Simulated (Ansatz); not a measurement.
`C[O][Sn][Br]` + HBr → `[Br][Sn][Br]` + CH₃OH at 400 K and 1 bar (ligand exchange at the Sn–O bond).

Isolated molecules relaxed with PBE0-D4/def2-TZVP in Ansatz; ΔE leaves out vibrations. CCSD(T)/CBS is the MP2 limit (def2-TZVPP, def2-QZVPP) plus CCSD(T) − MP2 in def2-TZVPP, frozen cores. This one scheme is used for every species. Elements past krypton have def2 core potentials. For Br, Sn outer-core shells are correlated without core-valence functions, which leaves a few kJ/mol of doubt a bond. Scalar relativity is left out up to krypton. Each species was taken in one conformer, which may not be the lowest.

```csv
species,CCSD(T)/CBS energy (Eh),H − E (kJ/mol),S (J/(mol·K))
`C[O][Sn][Br]`,-2902.45238,138.0,381.5
HBr,-2573.91920,27.6,207.2
`[Br][Sn][Br]`,-5360.78051,23.7,345.6
CH₃OH,-115.61712,151.2,252.6
```

H − E and S are ideal-gas, rigid-rotor, harmonic terms from PBE0-D4/def2-TZVP, for one conformer and one mirror image of each species. 1 Eh = 2625.50 kJ/mol, R = 8.31446 J/(mol·K).

Q: By hand: ΔE, ΔH, ΔS and ΔG.

A: ΔE = (-5360.78051) + (-115.61712) − (-2902.45238) − (-2573.91920) = -0.02605 Eh = -68.4 kJ/mol. Δ(H − E) = 23.7 + 151.2 − 138.0 − 27.6 = 9.3, so ΔH = -59.1 kJ/mol. ΔS = 345.6 + 252.6 − 381.5 − 207.2 = 9.5 J/(mol·K). ΔG = -59.1 − 400 × (9.5)/1000 = -62.9 kJ/mol.

Q: By hand: the equilibrium constant, and the temperature at which ΔG would vanish if ΔH and ΔS stayed fixed.

A: log₁₀ K = −ΔG/(RT ln 10) = 8.2. ΔH and −TΔS have one sign here, so there is no such temperature.

The number of gas molecules stays the same, so ΔS is small and ΔH decides. A doubt of 5 kJ/mol in ΔE shifts log₁₀ K by 0.7 here. Other conformers and mirror images would add mixing entropy, several J/(mol·K) or more a flexible species. These are equilibria of isolated gas molecules and say nothing of rates. Largest T1 diagnostic: 0.015 (customary marks: 0.02 for closed shells, 0.045 for open ones).

ΔS is within the doubt of such terms, so its sign, and with it that verdict, could turn.
